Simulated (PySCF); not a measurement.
The same groups moved round the core (thiophene mercapto+boryl). Gas-phase values, no solvent. One relaxed conformer stands for each flexible species; it need not be the lowest. Strings in code marks are SMILES.

Quantity: electronic energy of isomers of C4H5BS2 relative to `Bc1sccc1S`, in eV.

Level 1: PBE0-D4/def2-TZVP // PBE0-D4/def2-SVP (PySCF)
Level 2: B3LYP/6-311+G** // PBE0-D4/def2-SVP (PySCF)
Level 3: BP86/6-31G* // PBE0-D4/def2-SVP (PySCF)
Level 4: PBE/6-31G* // PBE0-D4/def2-SVP (PySCF)

| species | level 1 | level 2 | level 3 | level 4 |
|---|---|---|---|---|
| `Bc1ccc(S)s1` | ? | 0.003 | ? | 0.017 |
| `Bc1cscc1S` | 0.189 | 0.194 | 0.184 | ? |
| `Bc1csc(S)c1` | 0.232 | 0.176 | 0.203 | 0.214 |

Task: Some entries are withheld; supply them.

Result: 
- `Bc1ccc(S)s1`, level 1: 0.030
- `Bc1ccc(S)s1`, level 3: 0.012
- `Bc1cscc1S`, level 4: 0.185
